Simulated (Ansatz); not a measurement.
Spin states of the cluster HgCl2 (the lowest singlet isomer of a short search), each relaxed with PBE0-D4/def2-TZVP in Ansatz. Electronic energies in the gas phase.

In the def2 sets Hg takes a core potential; there is no spin–orbit coupling. Correlated methods freeze 10 core orbitals; core or outer-core shells of Hg are correlated, in sets that lack core-valence functions. HOMO above LUMO, or a gap near zero within one spin, warns that the state may not be the lowest or that an electron is smeared out. The structure comes from a short search, and lower isomers may exist.

Singlet geometry (D∞h within 0.1 Å):

Cartesian coordinates in Å:
```
Hg 0.001 0.000 0.000
Cl 0.366 0.802 -2.077
Cl -0.367 -0.803 2.077
```

Triplet geometry:

```xyz
3

Hg   -0.049   -0.097   -0.027
Cl    0.815   -0.995    2.273
Cl   -0.765    1.092   -2.246
```

Quintet geometry (D∞h within 0.1 Å):

```xyz
3

Hg    0.0000    0.0000    0.0000
Cl   -1.9641   -0.4634    2.2181
Cl    1.9641    0.4634   -2.2181
```

⟨S²⟩: triplet 2.01 at PBE0-D4/def2-TZVP (pure 2.00), quintet 6.01 at PBE0-D4/def2-TZVP (pure 6.00).

Only these spin states were relaxed. The quintet has other bonds than the singlet, so the gap mixes isomer and spin.

```tsv
level	triplet − singlet (kJ/mol)	quintet − singlet (kJ/mol)	lowest of these	remarks
HF/def2-TZVP	338.6	674.2	singlet	–
PBE-D4/def2-TZVP	304.1	918.0	singlet	gap within one spin near zero (triplet)
r2SCAN-D4/def2-TZVP	327.8	908.6	singlet	–
PBE0-D4/def2-TZVP	362.4	904.1	singlet	–
BHLYP-D4/def2-TZVP	376.5	858.6	singlet	–
RPA@PBE/def2-TZVP	285.1	861.9	singlet	–
CCSD/def2-TZVPP	389.0	867.9	singlet	–
CCSD(T)/def2-TZVPP	395.2	891.2	singlet	–
```

Change of the quintet − singlet gap on mixing in exact exchange, in kJ/mol: PBE to PBE0 (25 % exact exchange) -13.9.
